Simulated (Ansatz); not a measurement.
Input and output for the cluster Ge2Sb (the lowest doublet isomer of a short search).

```yaml
crystal:
  periodic: [false, false, false]
  atoms:
    - {symbol: Sb, position_ang: [0.442956, 0.078159, 1.391728]}
    - {symbol: Ge, position_ang: [0.853709, -0.684113, -0.999570]}
    - {symbol: Ge, position_ang: [-1.296665, 0.605953, -0.392157]}
basis:
  gaussian: {orbitals: def2-mTZVP, point_charges: [{charge: 1.00, position_ang: [5.335, -0.469, 0.289]}]}
magnetization: {spin_polarized: false, initial_magnetization: 1}
hamiltonian: {xc: {name: revPBE0}, dispersion: d3bj}
scf: {omitted_lower_state_checks: [starts]}
```

```sh
$ ansatz run in.yaml --threads 4 --pin off --events-out ev --progress --plain --max-ram 3916MiB
```

Output, abridged:

```
Functional definition: revPBE0
1088 factors; integrals over basis functions are off by at most 4.8e-4 eV
mean field evaluation 1: about -119566.4047 eV, gradient 2.1e1 eV
mean field evaluation 2: about -119566.4113 eV, gradient 2.1e1 eV
mean field evaluation 4: about -119567.2474 eV, gradient 8.8e0 eV
mean field evaluation 8: about -119567.5539 eV, gradient 4.9e-1 eV
mean field evaluation 16: about -119567.5558 eV, gradient 1.2e-3 eV
mean field -119567.55579790 eV, -4394.0266297725 hartree, gradient 2.9e-6 eV, S^2 0.750000; 0 other end points of the search recorded, 0 dependent functions left out
reference -119567.55582431 eV, -4394.0266307433 hartree; 44, 43 occupied and 64, 65 virtual orbitals, 1088 factors
Total energy: -119567.82239119 eV, -4394.0364268952 hartree
Checks for a lower state left out: starts
```

Run time 3.3 s (4 threads of Arm Neoverse V1 on a shared host).

In the def2 sets Sb takes a core potential; there is no spin–orbit coupling.

With spin_polarized false and unpaired electrons the run is restricted open-shell.
